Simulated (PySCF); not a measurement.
**SMILES CSc1ccncc1, C$_{6}$H$_{7}$NS**

Geometry (Å), atoms numbered from 1 in this order:
```xyz
15

C     2.7800    0.3139   -0.1432
S     1.7208   -1.1316   -0.2943
C     0.1110   -0.4745   -0.0739
C    -0.9659   -1.3716   -0.1421
C    -2.2555   -0.8837    0.0289
N    -2.5459    0.3971    0.2569
C    -1.5222    1.2409    0.3201
C    -0.1860    0.8717    0.1650
H     2.7012    0.7743    0.8523
H     3.8052   -0.0561   -0.2801
H     2.5664    1.0581   -0.9241
H    -0.7969   -2.4352   -0.3265
H    -3.1044   -1.5757   -0.0224
H    -1.7671    2.2934    0.5077
H     0.5925    1.6319    0.2326
```

Computed, not measured: quadratic response CAM-B3LYP/aug-cc-pVDZ first hyperpolarisability, Taylor convention, gas phase in PySCF 2.14.0. Geometry: PBE0-D3(BJ)/def2-SVP.

(1) Give the tensor of the second harmonic β(−2ω;ω,ω) at 1907 nm in the axes of these coordinates.

Answers

(1) In au, Taylor convention; rows are the first index (the induced dipole):
|  | xx | yy | zz | xy | xz | yz |
| --- | --- | --- | --- | --- | --- | --- |
| x | +370.3 | -24.5 | -22.5 | -111.5 | -48.6 | +10.4 |
| y | -111.9 | +35.7 | +23.9 | -23.1 | +10.6 | -0.7 |
| z | -48.7 | -0.6 | +17.5 | +10.6 | -22.1 | +23.8 |

Norm of βᵢ = ⅓ Σⱼ (βᵢⱼⱼ + βⱼᵢⱼ + βⱼⱼᵢ): 330.2 au, hyper-Rayleigh value 162.0 au.
